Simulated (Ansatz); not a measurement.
Z-matrix (Å, degrees):
```
C
C 1 1.4066
C 2 1.3903 1 121.86
H 2 1.0918 3 118.61 1 178.97
H 3 1.0925 2 119.61 4 -0.65
C 3 1.4030 5 120.30 2 -179.42
C 6 1.4029 3 118.72 5 179.22
H 7 1.0933 6 118.77 3 -179.92
C 7 1.4025 8 119.57 6 179.97
C 1 1.4722 2 121.22 4 1.68
C 10 1.3414 1 127.18 2 15.94
H 11 1.0922 10 120.83 1 -179.44
H 11 1.0935 12 116.68 10 179.43
H 10 1.0958 11 117.19 12 0.96
S 6 1.7758 7 118.00 8 -0.37
H 15 1.3513 6 96.72 7 178.94
Si 9 1.8883 7 117.78 8 -0.76
H 17 1.4908 9 107.80 7 0.57
H 17 1.4920 18 109.11 8 121.21
H 17 1.4934 18 108.85 19 117.29
```
Charge 0, spin multiplicity 1.

Method: frozen-core CCSD(T)/cc-pVDZ // B3LYP-D3(BJ)/def2-SVP (Ansatz, a program for electronic structure). The restricted HF reference is unstable towards unrestricted orbitals.

```
Quantity                        Value
----------------------  -------------
HF energy               -995.22403 Ha
MP2 correlation energy    -1.28831 Ha
```

Task: Estimate the CCSD correlation energy, the (T) correction, the total energy and the T1 diagnostic.

Result: 
| Quantity | Value |
|---|---|
| CCSD correlation energy | -1.36718 Ha |
| (T) correction | -0.05966 Ha |
| CCSD(T) total energy | -996.65088 Ha |
| T1 diagnostic | 0.011 |
